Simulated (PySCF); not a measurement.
The numbers are results of PBE-D3(BJ)/def2-TZVP // PBE-D3(BJ)/def2-SVP run with PySCF, not measurements. Gas-phase values, no solvent. Delta-SCF ions had no search for a lower state. Excitations are Tamm–Dancoff values on a coarser integration grid. The basis has no diffuse functions, so Rydberg states are missing or too high.

Reference species (SMILES): `c12occc1occ2` (neutral, multiplicity 1).

- vertical ionisation energy (Delta-SCF): 7.91 eV
- adiabatic ionisation energy (no zero-point term): 7.81 eV
- S1 excitation (TDA): 5.33 eV

Changed species: `c1cc2sccc2s1` (E = S; the reference has E = O).

Problem. Give the shifts of the vertical ionisation energy (Delta-SCF), adiabatic ionisation energy (no zero-point term) and S1 excitation (TDA).

Solution. the vertical ionisation energy (Delta-SCF) drops by 0.02 eV, to 7.89 eV; the adiabatic ionisation energy (no zero-point term) falls by 0.05 eV, to 7.76 eV; the S1 excitation (TDA) decreases by 0.77 eV, to 4.56 eV.
